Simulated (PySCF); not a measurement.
A structure optimised at B3LYP-D3(BJ)/def2-SVP, used in a PySCF frequency run:

```xyz
10

C     -0.0276     0.5222    -1.4363
S      0.1047    -0.5927     0.0000
C     -0.0276     0.5222     1.4363
H     -0.8945     1.1871    -1.3322
H     -0.1114    -0.1170    -2.3262
H      0.9130     1.0889    -1.4736
H     -1.1567    -1.1023     0.0000
H     -0.8945     1.1871     1.3322
H     -0.1114    -0.1170     2.3262
H      0.9130     1.0889     1.4736
```
Charge +1, spin multiplicity 1.

Write its SMILES, formula and point group.

C[SH+]C, C₂H₇S, Cs

What are its rotational constants (standard atomic weights)?

17.343, 6.8881, 5.4566 GHz
